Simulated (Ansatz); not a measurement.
`N[SiH2]C=O` → `C=O` + `N[SiH]` at 500 K and 1 bar (silylene formation by 1,1-elimination).

Program: Ansatz. Geometries: PBE0-D4/def2-TZVP. ΔE: electronic, gas phase. CCSD(T)/CBS adds triple-zeta CCSD(T) − MP2 to the extrapolated MP2 energy (def2 sets, frozen cores). This one scheme is used for every species. One conformer a species, not always the lowest.

```tsv
species	CCSD(T)/CBS energy (Eh)	H − E (kJ/mol)	S (J/(mol·K))
`N[SiH2]C=O`	-460.01140	201.1	379.3
`C=O`	-114.39408	87.9	238.5
`N[SiH]`	-345.56329	110.7	274.5
```

H − E and S are ideal-gas, rigid-rotor, harmonic terms from PBE0-D4/def2-TZVP, for one conformer and one mirror image of each species. 1 Eh = 2625.50 kJ/mol, R = 8.31446 J/(mol·K).

Task: By hand: ΔE, ΔH, ΔS and ΔG.

Result: ΔE = (-114.39408) + (-345.56329) − (-460.01140) = 0.05403 Eh = 141.9 kJ/mol. Δ(H − E) = 87.9 + 110.7 − 201.1 = -2.5, so ΔH = 139.4 kJ/mol. ΔS = 238.5 + 274.5 − 379.3 = 133.7 J/(mol·K). ΔG = 139.4 − 500 × (133.7)/1000 = 72.6 kJ/mol.

Task: By hand: the equilibrium constant, and the temperature at which ΔG would vanish if ΔH and ΔS stayed fixed.

Result: log₁₀ K = −ΔG/(RT ln 10) = -7.6. ΔG = 0 at ΔH/ΔS = 1043 K.

The number of gas molecules changes by +1, which sets the sign of ΔS. A doubt of 5 kJ/mol in ΔE shifts log₁₀ K by 0.5 here. Other conformers and mirror images would add mixing entropy, several J/(mol·K) or more a flexible species. These are equilibria of isolated gas molecules and say nothing of rates. Largest T1 diagnostic: 0.015 (customary marks: 0.02 for closed shells, 0.045 for open ones).
